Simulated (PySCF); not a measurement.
C5H6ClFO2.
SMILES: `CO[C@]1(F)COC=C1Cl`

Computed, not measured: TDDFT CAM-B3LYP/def2-SVPD, vertical, gas phase, core orbitals frozen in the response in PySCF 2.14.0, density-fitted response routines. One conformer (not necessarily the lowest) at the GFN2-xTB geometry, without solvent, vibrations or thermal averaging. Torsions of this conformer, `[CH3:1][O:2][C@:3]1([F:4])[CH2:5][O:6][CH:7]=[C:8]1[Cl:9]`: C1–O2–C3–F4 -61°.

Computed singlets:

| state | E (eV) | f |
| --- | --- | --- |
| S1 | 6.03 | 0.214 |
| S2 | 6.06 | 0.0014 |
| S3 | 6.68 | 0.0014 |
| S4 | 7.18 | 0.0010 |
| S5 | 7.43 | 0.0011 |
| S6 | 7.56 | 0.0040 |
| S7 | 7.75 | 0.0058 |
| S8 | 7.82 | 0.017 |

Question: How much of the mean static polarisability do these states give, one by one?

Answer: Each state adds f / ΔE² (ΔE in hartree, 27.2114 eV).

```
state  f/ΔE² (au)  running sum (au)  running share of α (%)
   S1        4.35              4.35                     5.6
   S2        0.03              4.38                     5.6
   S3        0.02              4.41                     5.6
   S4        0.01              4.42                     5.6
   S5        0.02              4.44                     5.7
   S6        0.05              4.49                     5.7
   S7        0.07              4.56                     5.8
   S8        0.20              4.76                     6.1
```

The full response gives 78.33 au (11.61 Å³), so 73.6 au comes from the higher roots of the same equations.

Question: By how much does the contribution of these states grow at 1064 nm?

Answer: With ω = 0.0428 hartree each state's term in the mean polarisability goes from f / ΔE² to f / (ΔE² − ω²); the sum over all 8 states goes from 4.76 to 4.94 au, a rise of 0.18 au.

The largest single term belongs to S1, which also has the largest f.

Hardware: Arm Neoverse N1, one thread, shared host with 64 logical CPUs at a one-minute load of 60. Cost: 2.1 min, 1.1 GiB resident at most.
